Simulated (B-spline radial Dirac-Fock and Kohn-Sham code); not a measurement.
## Binding energies of Tc at several levels of theory

System: neutral technetium in the configuration [Kr] 4d7 (not the ground configuration).

The density-functional columns are spherical, spin-unpolarised Dirac-Kohn-Sham results without Breit or QED terms: −ε is minus the orbital energy of the initial state and ΔSCF the difference of two total energies. The reference in the last column comes from Dirac-Fock ΔSCF + Breit + QED. All numbers are from a B-spline atomic structure program, in eV; a selection of levels is shown. The Kohn-Sham columns are given as differences from the reference. For the 1s level of heavy atoms much of the gap between ΔSCF and the reference is the Breit and QED part, -58.7 eV here; for other levels the error of the functional can be larger.

```
level  LDA −ε − DF  LDA ΔSCF − DF  Dirac-Fock
   1s       -224.4          +52.6     21048.2
   2s        -86.6          -41.6      3052.6
2p1/2        -62.1           -5.6      2798.7
2p3/2        -63.7           -9.8      2682.2
   3s        -40.2          -26.2       551.6
3p1/2        -30.4          -16.2       453.5
3p3/2        -30.2          -16.3       433.5
3d5/2        -14.3           +0.4       257.0
   4s        -10.8           -5.3       78.72
4p1/2         -6.3           -1.0       48.50
4p3/2         -6.4           -1.2       45.67
   4d         -1.6           +2.6        4.55
```

Values without a named source are computed, but for edge energies of neutral atoms, which are taken from tables.
